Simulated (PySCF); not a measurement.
Isomers of C4H7F2O2Si (doublet state), one GFN2-xTB conformer each. Single-point energies are computed at B3LYP/pcH-1 (PySCF, gas phase, no added dispersion term), electronic only. GFN2-xTB treats the open shell by occupation alone, and not every SCF solution was tested for stability.

```json
{"SMILES": "C[C]1O[SiH2]O[C@@H]1C(F)F", "GFN2-xTB relative energy (kcal/mol)": "1.5"}
{"SMILES": "C[C@@H]1O[SiH2]O[C]1C(F)F", "GFN2-xTB relative energy (kcal/mol)": "0.0"}
{"SMILES": "O=[C][C@]([SiH3])(CF)OCF", "GFN2-xTB relative energy (kcal/mol)": "90.7"}
```

Conformers: `[CH3:1][C:2]1[O:3][SiH2:4][O:5][C@@H:6]1[CH:7]([F:8])[F:9]` (doublet state) with O5–C6–C7–F8 -77°; `[CH3:1][C@@H:2]1[O:3][SiH2:4][O:5][C:6]1[CH:7]([F:8])[F:9]` (doublet state) with O5–C6–C7–F8 129°; `[O:1]=[C:2][C@:3]([SiH3:4])([CH2:5][F:6])[O:7][CH2:8][F:9]` (doublet state) with O1–C2–C3–Si4 -94°, C2–C3–C5–F6 -62°, C2–C3–O7–C8 41°, C3–O7–C8–F9 -92°.

What does B3LYP/pcH-1 give for the same structures?

```
                   SMILES  B3LYP/pcH-1 E (Eh)  B3LYP/pcH-1 (kcal/mol)  GFN2-xTB (kcal/mol)  point group
C[C]1O[SiH2]O[C@@H]1C(F)F          -796.31048                     0.0                  1.5           C1
C[C@@H]1O[SiH2]O[C]1C(F)F          -796.30977                     0.4                  0.0           C1
 O=[C][C@]([SiH3])(CF)OCF          -796.20695                    65.0                 90.7           C1
```

GFN2-xTB puts C[C@@H]1O[SiH2]O[C]1C(F)F lowest instead; measured from each level's own lowest isomer, the values differ by up to 25.7 kcal/mol (O=[C][C@]([SiH3])(CF)OCF: 90.7 against 65.0). As drawn, the lowest has two fluorines on one carbon and an Si–O bond, which the highest lacks; the highest has an Si–C bond, which the lowest lacks. Neighbours under 5.0 kcal/mol apart (C[C]1O[SiH2]O[C@@H]1C(F)F and C[C@@H]1O[SiH2]O[C]1C(F)F) can change places with a better method, another conformer or zero-point energy.
